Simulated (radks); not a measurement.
Q: The mean radii <r> (bohr) of the occupied orbitals of an atom or ion are listed with their occupations. Calculated with a radial shooting solver on a logarithmic mesh with Libxc functionals: scalar-relativistic Kohn-Sham, PBEsol, spin-polarised, spherical densities, finite nucleus; Fermi nuclear charge, rms radius of each element as measured or else 0.836 A^(1/3) + 0.57 fm.

orbital  occ.      <r>
1s          2  0.01967
2s          2  0.08336
2p          6  0.07416
3s          2   0.2168
3p          6   0.2163
3d         10   0.1961
4s          2   0.4880
4p          6   0.5184
4d         10   0.5602
5s          2    1.208
5p          6    1.451
6s          2    3.909
4f         14   0.7914

Name the element and its charge. Open shells, if any, are filled with parallel spins first.

A: Z = 70, ytterbium, charge 0: Yb in [Xe] 4f14 6s2. The 1s radius gives Z: for a bare nucleus <r> = (2 gamma + 1)/(2Z) with gamma = sqrt(1 - (Z/c)^2), 0.01942 bohr for Z = 70, and screening makes it slightly larger (0.01967 here). The occupations add up to 70, and the charge is Z minus that.
